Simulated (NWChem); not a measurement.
# C2H8Si

```xyz
11

Si     0.0000     0.0000    -0.5490
C     -1.5630     0.0000     0.5124
C      1.5630     0.0000     0.5124
H      0.0000     1.2064    -1.4348
H      0.0000    -1.2064    -1.4348
H     -1.6022    -0.8912     1.1601
H     -2.4679     0.0000    -0.1166
H     -1.6022     0.8912     1.1601
H      2.4679     0.0000    -0.1166
H      1.6022    -0.8912     1.1601
H      1.6022     0.8912     1.1601
```
Charge 0, spin multiplicity 1.

The numbers come from NWChem runs, not from measurements. The geometry was optimised at B3LYP/def2-SVP, a minimum by its harmonic frequencies.

Symmetry labels belong to the abelian group C2v used in the runs, with the axes of the coordinates shown.

The structure started from a generated list of species.

Task: List the lowest 3 singlet excitations that TD-BHandHLYP/def2-SVP gives, with oscillator strengths.

Result: 
```
state  symmetry  energy (eV)  wavelength (nm)      f
-----  --------  -----------  ---------------  -----
1            b1         9.41              132  0.135
2            a1         9.66              128  0.073
3            b1         9.76              127  0.186
```
